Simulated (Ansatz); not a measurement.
The molecule ZnO, multiplicity 3 (not the ground state: that is measured with 2S+1 = 1). No spin–orbit coupling. Zn is treated without relativity.

The constants come from a fifth-degree fit in 1/R (seven points, main isotopes). In def2 and cc sets the state is the lowest found near the PBE0 minimum, followed along R.

Correlated levels freeze the inner cores; with def2 sets outer-core shells near the valence are correlated too.

Programs: Ansatz (a program for electronic structure) with Gaussian orbitals. Values without a source in brackets are computed.

Energies at CCSD(T)/def2-TZVPP:

| R (Å) | E (hartree) |
|---|---|
| 1.735485 | -1853.58132215 |
| 1.782137 | -1853.58461674 |
| 1.825058 | -1853.58610704 |
| 1.873577 | -1853.58639650 |
| 1.922096 | -1853.58553680 |
| 1.978079 | -1853.58348107 |
| 2.043393 | -1853.58007495 |

**Question.** With a reduced mass of 12.7939 u, find the minimum, the force constant and the constants.

**Answer.** A fifth-degree polynomial in 1/R puts the minimum at r_e = 1.8598 Å with force constant 229 N/m. Then ω_e = (1/2πc)√(k/μ) = 551 cm⁻¹ and B_e = h/(8π²cμr_e²) = 0.3809 cm⁻¹; the cubic and quartic terms give α_e = 0.0038 and ω_e x_e = 4.3 cm⁻¹.
